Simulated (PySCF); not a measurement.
Match the calculated data to a structure.

All candidates are C6H12N (charge +1).

| technique | computed result |
| --- | --- |
| 13C NMR | chemical shifts (computed TMS as zero) by class: 176.4 (1 C), 67.3 (1 C), 49.5 (1 C), 10.4 (1 C), 7.5 (2 C) ppm [GIAO PBE0/pcSseg-1] |
| Rotational structure | rotational constants A, B, C: 6.269, 1.561, 1.363 GHz [GFN2-xTB] |
| 1H NMR | chemical shifts (computed TMS as zero) by class: 8.65 (1 H), 8.22 (1 H), 4.03 (3 H), 3.72 (2 H), 1.40 (2 H), 1.01 (1 H), 0.64 (2 H) ppm [GIAO PBE0/pcSseg-1] |
| NMR, other nuclei | isotropic shieldings of nuclei other than C and H, by class: -1 (1 N) ppm [GIAO PBE0/pcSseg-1] |

The electronic properties come from PySCF, for the isolated species, density fitting. Levels stand in brackets. Isolated species at its GFN2-xTB geometry (one conformer only). NMR classes are plain means over equivalent atoms (diastereotopic ones count apart unless rotation or inversion swaps them), as if these changed places fast.

Problem. Which candidate is it?
A. `C=CC[NH+]1CCC1`
B. `CCC#CC[NH2+]C`
C. `C=[N+](C)CC1CC1`

Solution. C. It is `C=[N+](C)CC1CC1`. Numbering: `[CH2:1]=[N+:2]([CH3:3])[CH2:4][CH:5]1[CH2:6][CH2:7]1`. 6 carbons fall into 5 classes; from least to most shielded: C=N carbon [C1] (176.4 ppm), chain sp3 carbon bound to nitrogen [C4] (67.3 ppm), N-methyl carbon [C3] (49.5 ppm), three-membered-ring carbon [C5] (10.4 ppm), three-membered-ring carbon [C6/C7] (7.5 ppm, 2 C). Hydrogen classes from least to most shielded: 1 H on a C=N carbon, C1 (8.65 ppm), 1 H on a C=N carbon, C1 (8.22 ppm), 3 H on an N-methyl carbon, C3 (4.03 ppm), 2 H on an sp3 carbon bound to nitrogen, C4 (3.72 ppm, a mean of values up to 1.7 ppm apart in this geometry), 2 H on 2 three-membered-ring carbons, C6/C7 (1.40 ppm), 1 H on a three-membered-ring carbon, C5 (1.01 ppm), 2 H on 2 three-membered-ring carbons, C6/C7 (0.64 ppm, a mean of values up to 0.6 ppm apart in this geometry). The other shieldings belong to: -1 ppm, iminium nitrogen [N2]. The optimised geometry has point group C1 and is an asymmetric top.

The others, at the same levels:
- `C=CC[NH+]1CCC1` fails: its computed 13C shifts are 142.4 (1 C), 127.5 (1 C), 65.0 (1 C), 57.0 (2 C), 16.9 (1 C) ppm, 1H shifts are 6.52 (1 H), 6.42 (1 H), 5.97 (1 H), 4.54 (2 H), 4.48 (1 H), 4.38 (2 H), 3.83 (2 H), 3.07 (1 H), 2.79 (1 H) ppm and rotational constant A is 7.856 GHz (against 6.269 GHz).
- `CCC#CC[NH2+]C` fails: it has 6 carbon classes against 5; its computed 13C shifts are 115.1 (1 C), 67.7 (1 C), 47.1 (1 C), 35.8 (1 C), 14.9 (1 C), 14.8 (1 C) ppm, 1H shifts are 4.64 (2 H), 4.36 (2 H), 3.32 (3 H), 2.60 (2 H), 1.50 (3 H) ppm and rotational constant A is 12.812 GHz (against 6.269 GHz).

Each candidate is one conformer, not necessarily the lowest. The conformers computed, where there is a choice (atom-mapped SMILES and torsion angles):
- `[CH2:1]=[N+:2]([CH3:3])[CH2:4][CH:5]1[CH2:6][CH2:7]1`: C1–N2–C4–C5 5°, N2–C4–C5–C6 -80°
- `[CH2:1]=[CH:2][CH2:3][NH+:4]1[CH2:5][CH2:6][CH2:7]1`: C1–C2–C3–N4 123°, C2–C3–N4–C5 73°
- `[CH3:1][CH2:2][C:3]#[C:4][CH2:5][NH2+:6][CH3:7]`: C4–C5–N6–C7 180°
